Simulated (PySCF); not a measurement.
A species of formula C6H13NSSi has this rotational fingerprint, computed with PBE0/pcSseg-1 in PySCF (dipole) on a GFN2-xTB geometry, gas phase:

- Rotational constants: A = 2386, B = 577.3, C = 570.2 MHz
- Dipole components: |μa| = 0.45 D, |μb| = 1.53 D, |μc| = 0.77 D
- Inertial defect: -200.96 u·Å²
- κ: -0.99

Question: Which structure is it? (One computed conformer of each.)
A. `[CH3:1][NH:2][C@@H:3]1[CH2:4][C@@:5]12[CH2:6][C@@H:7]2[S:8][SiH3:9]` with C1–N2–C3–C4 -80°, C6–C7–S8–Si9 -17°
B. `[CH2:1]=[C:2]([CH3:3])[C:4]1([NH:5][SiH2:6][SH:7])[CH2:8][CH2:9]1` with C1–C2–C4–N5 100°, C2–C4–N5–Si6 -144°, C4–N5–Si6–S7 -178°, N5–Si6–S7–H 178°
C. `[CH2:1]=[N:2][SiH2:3][CH2:4]/[C:5]([CH3:6])=[CH:7]\[S:8][CH3:9]` with C1–N2–Si3–C4 -115°, N2–Si3–C4–C5 -174°, Si3–C4–C5–C6 85°, C5–C7–S8–C9 -164°
D. `[CH3:1][C:2](=[S:3])[C@H:4]1[CH2:5][CH2:6][N:7]([SiH3:8])[CH2:9]1` with C1–C2–C4–C5 -47°, C2–C4–C5–C6 112°, C4–C5–C6–N7 -18°, C5–C6–N7–Si8 -161°, C6–N7–C9–C4 -42°

Answer: A. It is CN[C@@H]1C[C@@]12C[C@@H]2S[SiH3], a near-prolate asymmetric top, point group C1. The candidates at the same level (rigid rotor, commonest isotopes):

| SMILES | A (MHz) | B (MHz) | C (MHz) | μa (D) | μb (D) | μc (D) | Δ (u·Å²) | point group | rotor |
| --- | --- | --- | --- | --- | --- | --- | --- | --- | --- |
| CC(=S)[C@H]1CCN([SiH3])C1 | 2245 | 663.2 | 605.2 | 2.89 | 1.26 | 0.70 | -152.10 | C1 | near-prolate asymmetric top |
| CN[C@@H]1C[C@@]12C[C@@H]2S[SiH3] | 2386 | 577.3 | 570.2 | 0.45 | 1.53 | 0.77 | -200.96 | C1 | near-prolate asymmetric top |
| C=C(C)C1(N[SiH2]S)CC1 | 1970 | 618.0 | 551.8 | 1.36 | 1.01 | 0.23 | -158.46 | C1 | near-prolate asymmetric top |
| C=N[SiH2]C/C(C)=C\SC | 1709 | 584.4 | 462.3 | 1.12 | 0.50 | 0.27 | -67.22 | C1 | asymmetric top |

`CC(=S)[C@H]1CCN([SiH3])C1` has B 15 % too high; `C=C(C)C1(N[SiH2]S)CC1` has A 17 % too low; `C=N[SiH2]C/C(C)=C\SC` has A 28 % too low. No structure here is proved a minimum.
